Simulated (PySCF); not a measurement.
# What a mistake does to a calculation on AlCGeH6O cation

These are calculations, not measurements. The program is PySCF 2.14.0, an open-source quantum chemistry code, run on an isolated molecule that a program drew, which may never have been made. The molecule is AlCGeH6O cation (charge +1, singlet), drawn as the SMILES string `[CH3][Ge+]([OH])[AlH2]`.

Each row is a Hartree-Fock (HF) and frozen-core CCSD(T) single point in the cc-pV(D+d)Z basis, meant for a local HF minimum. Run 1 is clean. Each other run has one planted mistake out of seven kinds, and not every kind appears here: one electron removed, one electron added, multiplicity raised by two, geometry at a saddle point, minimal basis STO-3G, one bond length entered in bohr, all coordinates scaled. The reference is restricted for singlets and unrestricted otherwise, and also for a bond in bohr. Adding or removing an electron swaps singlet and doublet. Electrons count all cores. HOMO and LUMO are orbital energies over both spins, the gradient is its largest component, and the lowest frequency (negative if imaginary) is given only where the gradient is small. Bond lengths are over the 9 bonds as drawn. T1 is the CCSD diagnostic: over 0.02 (restricted) or 0.045 (unrestricted) a single reference is doubtful. Germanium has the cc-pVDZ-PP basis, with a core potential (ECP10MDF) in place of its 10 inner electrons, and its 3s, 3p and 3d shells are frozen in CCSD(T).

Geometry of the clean run:
```xyz
10
AlCGeH6O cation, angstrom
C    -0.4900   -2.0042    0.8990
Ge    0.5547   -0.6916   -0.0452
O     2.1973   -1.2202    0.0625
Al    0.0189    1.5338   -1.3316
H    -0.7364   -1.5994    1.8853
H    -1.4201   -2.2072    0.3666
H     0.1005   -2.9123    1.0171
H     2.9090   -0.7095   -0.3048
H    -1.4517    1.5765   -1.8337
H     1.2726    2.4526   -1.3915
```

```
run,electrons,basis functions,<S^2>,HOMO (eV),LUMO (eV),gradient (hartree/bohr),lowest frequency (cm^-1),mean bond (Å),longest bond (Å),T1,HF (hartree),CCSD(T) (hartree),mistake
1,64,104,0.000,-15.46,-5.02,4.3e-05,22,1.5127,2.626,0.0177,-651.30235,-651.83357,no fault
2,65,104,0.759,-6.11,0.89,5.2e-02,-,1.5127,2.626,0.0193,-651.50593,-652.04996,one electron added
3,64,104,0.000,-14.87,-4.98,5.8e-02,-,1.6458,2.857,0.0228,-651.24723,-651.79751,?
4,64,104,0.707,-15.49,-5.14,2.2e-02,-,1.6205,2.626,0.0583,-651.17062,-651.69997,?
```

**Which mistake was planted in run 3, and what did it cost?**

The mean and the longest bond both change by the same factor, 1.088, and the gradient is no longer small. So the mistake is: all coordinates scaled. Subtracting run 1 and multiplying by 627.51 kcal/mol a hartree, the energy moved by 34.6 kcal/mol in HF and 22.6 kcal/mol in CCSD(T).

**Which mistake was planted in run 4, and what did it cost?**

The mean bond changes by a factor of 1.071 and the longest by 1.000, so the molecule wasn't scaled as a whole. A length L in bohr read as angstrom grows by (1/0.5292 - 1) L = 0.890 L. The 9 bonds together grew by 9 x 0.1078 = 0.970 Å, which gives L = 1.090 Å. That is the length of one of the C-H bonds, 1.091 Å in the clean geometry. So the mistake is: one bond length entered in bohr. Subtracting run 1 and multiplying by 627.51 kcal/mol a hartree, the energy moved by 82.7 kcal/mol in HF and 83.8 kcal/mol in CCSD(T).

Cautions from the logs. Run 3: T1 is over the limit, so its CCSD(T) energy is less reliable; run 4: T1 is over the limit, so its CCSD(T) energy is less reliable.
